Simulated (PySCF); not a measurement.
A side-by-side comparison of computed properties.

First species: C7H6O.
Atom-mapped SMILES: `[CH3:1][C:2]#[C:3][c:4]1[cH:5][cH:6][cH:7][o:8]1` (hydrogens: H9, H10, H11 on C1; H12 on C5; H13 on C6; H14 on C7)

Cartesian coordinates in Å at the PBE0-D3(BJ)/def2-SVP level; atoms count from 1:
```
atom  x, y, z in Å
C1    -3.3588   -0.5891   -0.9100
C2    -1.9610   -0.3848   -0.5794
C3    -0.7891   -0.2068   -0.3113
C4     0.5700   -0.0189    0.0243
C5     1.3497   -0.5172    1.0408
C6     2.6491    0.0347    0.8546
C7     2.5634    0.8237   -0.2560
O8     1.3199    0.7986   -0.7618
H9    -3.5377   -1.6082   -1.2888
H10   -4.0029   -0.4374   -0.0294
H11   -3.6812    0.1205   -1.6880
H12    1.0161   -1.1972    1.8207
H13    3.5337   -0.1318    1.4652
H14    3.2833    1.4429   -0.7853
```

Second species: In(CO)H3, CH3InO.
SMILES: `[H][In]([H])([H])<-[C-]#[O+]`

Levels: CAM-B3LYP/def2-SVPD for dipole moment, HOMO energy, LUMO energy, HOMO–LUMO gap and static isotropic polarisability; TDDFT CAM-B3LYP/def2-SVPD for lowest singlet excitation; TDA CAM-B3LYP/def2-SVPD for lowest triplet excitation (Tamm–Dancoff); ΔSCF CAM-B3LYP/def2-SVPD for vertical ionisation energy; PBE0-D3(BJ)/def2-SVP for rotational constant A and rotational constant C. Geometries: PBE0-D3(BJ)/def2-SVP. All species are isolated and taken at one optimised geometry (atoms past krypton carry core potentials, spin–orbit coupling is left out); the electronic structure was computed with PySCF and density fitting.

Which has the higher vertical ionisation energy?

The second: 10.33 eV against 8.07 eV, a difference of 2.26 eV.

Which of the two has the higher static isotropic polarisability, and by how much?

The first: 90.4 au against 57.1 au, a difference of 33.3 au.

Which of the two has the higher S1 energy, and by how much?

The second: 5.62 eV against 5.14 eV, a difference of 0.48 eV.

Which has the higher rotational constant C?

The second: 2.043 GHz against 0.915 GHz, a difference of 1.128 GHz.

Which has the higher T1 energy?

The second: 5.39 eV against 3.32 eV, a difference of 2.07 eV.

Which of the two has the higher HOMO energy, and by how much?

The first: -7.36 eV against -9.29 eV, a difference of 1.93 eV.

Which has the higher rotational constant A?

The second: 55.697 GHz against 8.786 GHz, a difference of 46.911 GHz.

Which of the two has the higher LUMO energy, and by how much?

The first: 0.49 eV against -0.75 eV, a difference of 1.24 eV.

On the first: The principal polarisabilities are 53.1, 73.3 and 144.8 au; their mean is the isotropic value. The vertical singlet–triplet gap S1 − T1 is 1.82 eV (TDDFT singlet less Tamm–Dancoff triplet; S1: HOMO→LUMO, weight 0.92; T1: HOMO→LUMO, weight 0.93).

On the second: The vertical singlet–triplet gap S1 − T1 is 0.23 eV (TDDFT singlet less Tamm–Dancoff triplet). The principal polarisabilities are 55.2, 55.2 and 60.7 au; their mean is the isotropic value. Atoms past krypton carry effective core potentials; spin–orbit coupling is left out.
